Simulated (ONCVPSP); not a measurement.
## An all-electron radial function and its pseudo partner (chlorine (Cl))

Columns: radius, all-electron u(r) and pseudo u(r) of the 3p shell (level -9.10 eV) of chlorine in the configuration [Ne] 3s1 3p6; PBEsol, scalar-relativistic, ONCV scheme, ONCVPSP 4.0.1.

```csv
r (bohr),all-electron,pseudo
0.075,-0.1357,0.0059
0.150,-0.2961,0.0232
0.225,-0.3641,0.0513
0.300,-0.3423,0.0894
0.375,-0.2587,0.1364
0.450,-0.1403,0.1911
0.525,-0.0073,0.2521
0.600,0.1268,0.3172
0.675,0.2533,0.3843
0.750,0.3675,0.4509
0.825,0.4672,0.5151
0.900,0.5518,0.5752
0.975,0.6215,0.6296
1.050,0.6767,0.6772
1.125,0.7187,0.7166
1.200,0.7487,0.7468
1.275,0.7684,0.7674
1.350,0.7790,0.7787
1.425,0.7819,0.7819
1.500,0.7785,0.7785
1.575,0.7697,0.7697
1.650,0.7566,0.7566
1.725,0.7401,0.7401
1.800,0.7209,0.7209
1.875,0.6997,0.6997
1.950,0.6769,0.6769
```

Problem. How many radial nodes do the two functions have?

Solution. The all-electron 3p function has n − l − 1 = 1; the pseudo-wave has 0, since the states of the same l below it are removed with the core.

Problem. At about which radius was the pseudo-wave matched?

Solution. 1.50 bohr. The columns agree to 0.0005 from 1.35 bohr on; several derivatives are matched, so the curves merge somewhat inside the radius.

Problem. Is the pseudo-wave norm-conserving?

Solution. Yes: the ONCV scheme keeps the norm inside the radius equal to the all-electron one, which fixes the energy derivative of the logarithmic derivative at the level.
